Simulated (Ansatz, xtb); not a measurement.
# C3H7BF2: which of two isomers lies lower

Structure a: `CC(C)B(F)F`, a singlet. Structure b: `CCCB(F)F`, a singlet. Both are isolated molecules in the gas phase, relaxed with r2SCAN-D4/def2-SVP; the shapes shown needn't be the lowest conformers.

a (Å):

```xyz
13

C     1.1875   -1.2927   -1.1559
C     0.4122   -0.0014   -1.4417
C     0.6664    1.0886   -0.3941
B    -1.1134   -0.2565   -1.6875
F    -1.5674   -1.4152   -2.1497
F    -2.0265    0.6844   -1.4797
H     2.2711   -1.1010   -1.0927
H     0.8767   -1.7359   -0.1947
H     1.0211   -2.0499   -1.9369
H     0.7614    0.3893   -2.4241
H     1.7405    1.3243   -0.3170
H     0.1306    2.0191   -0.6351
H     0.3301    0.7631    0.6047
```

b (Å):

```xyz
13

C    -0.0135    1.6738   -0.5403
C    -0.6240    0.4016   -1.1159
C    -0.8078   -0.7047   -0.0753
B    -1.4300   -2.0349   -0.6015
F    -1.6404   -3.0707    0.2014
F    -1.7796   -2.2012   -1.8708
H    -0.6455    2.0920    0.2610
H     0.9806    1.4773   -0.1049
H     0.1073    2.4518   -1.3103
H     0.0072    0.0249   -1.9403
H    -1.6001    0.6325   -1.5784
H     0.1573   -0.9567    0.4075
H    -1.4366   -0.3537    0.7671
```

Q: Which of the two would you expect CCSD(T)/def2-SVP + ΔMP2/def2-TZVPP electronic energies to favour?

A: Not settled: CCSD(T)/def2-SVP + ΔMP2/def2-TZVPP gives E(b) − E(a) = −0.046 eV, but this leans on the basis-set step: CCSD(T) alone gives −0.037 eV.

How the difference moves with the method:

```tsv
level	geometry	E(b) − E(a) (eV)	departure from the last row (eV)	job, with rough time for the two
GFN2-xTB	GFN2-xTB	−0.064	−0.018	optimisation, 1.1 s
HF/STO-3G	GFN2-xTB	−0.067	−0.022	single point, 1.1 s
r2SCAN-D4/def2-SVP//GFN2-xTB	GFN2-xTB	−0.051	−0.005	single point, 6.9 s
r2SCAN-D4/def2-SVP	r2SCAN-D4/def2-SVP	−0.043	+0.002	optimisation, 1.9 min
HF/def2-SVP	r2SCAN-D4/def2-SVP	−0.076	−0.031	part of the CCSD(T) run
MP2/def2-SVP	r2SCAN-D4/def2-SVP	−0.035	+0.010	part of the CCSD(T) run
CCSD(T)/def2-SVP	r2SCAN-D4/def2-SVP	−0.037	+0.008	single point
CCSD(T)/def2-SVP + ΔMP2/def2-TZVPP	r2SCAN-D4/def2-SVP	−0.046		single point, 1.7 min
```

As drawn, both hold the same kinds of bond in the same numbers. Structure a has 2 methyl groups, b 1.

The largest departure from CCSD(T)/def2-SVP + ΔMP2/def2-TZVPP is that of HF/def2-SVP, 0.031 eV. The last row adds to CCSD(T) the change of the MP2 difference between the two basis sets, here −0.008 eV.

With harmonic frequencies from r2SCAN-D4/def2-SVP (ideal gas, rigid rotor, one conformer each, 298.15 K, 1 atm): on the last row, ΔE + ΔZPE = −0.041 eV. A mode under 50 cm⁻¹ makes harmonic enthalpies and free energies unreliable, so none is given.

The correlated steps freeze 6 core orbitals. Codes used: Ansatz 0.2.0, xtb 6.7.1; the last row on 2 threads of Intel(R) Xeon(R) Processor @ 2.50GHz (Skylake/Cascade Lake) on a shared host.
